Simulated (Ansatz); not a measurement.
C3H7FSi, SMILES `CC(C)[Si]F`, relaxed with RKS PBE-D4/def2-SVP in Ansatz 0.2.0 from a rough embedded geometry. The force threshold is 0.03 eV/Å; the program also tests the step.

Total charge 0; spin multiplicity 1.

Start:

```xyz
12

C     0.894   -0.952   -0.014
C     0.137    0.237   -0.519
C    -0.268    1.076    0.661
Si   -1.357   -0.119   -1.611
F    -2.391   -1.014   -0.826
H     1.228   -1.628   -0.867
H     0.226   -1.638    0.606
H     1.724   -0.725    0.602
H     0.864    0.808   -1.083
H     0.630    1.357    1.304
H    -0.720    2.022    0.377
H    -0.968    0.575    1.370
```

```csv
step,energy (eV),largest force (eV/Å),largest move (Å)
1,-13801.5832,3.349,0.000
2,-13802.0165,1.295,0.194
3,-13802.0766,0.130,0.165
4,-13802.0781,0.129,0.075
5,-13802.0804,0.034,0.028
6,-13802.0805,0.022,0.008
```

End:

```xyz
12

C     0.852   -1.039   -0.047
C     0.186    0.266   -0.506
C    -0.286    1.130    0.680
Si   -1.351   -0.051   -1.633
F    -2.168   -1.080   -0.608
H     1.218   -1.649   -0.900
H     0.138   -1.665    0.527
H     1.728   -0.839    0.609
H     0.906    0.858   -1.117
H     0.567    1.417    1.333
H    -0.774    2.076    0.355
H    -1.015    0.577    1.308
```

Run time 8.5 s (4 threads of an Arm Neoverse V2 on a shared host); peak host memory 0.14 GiB.
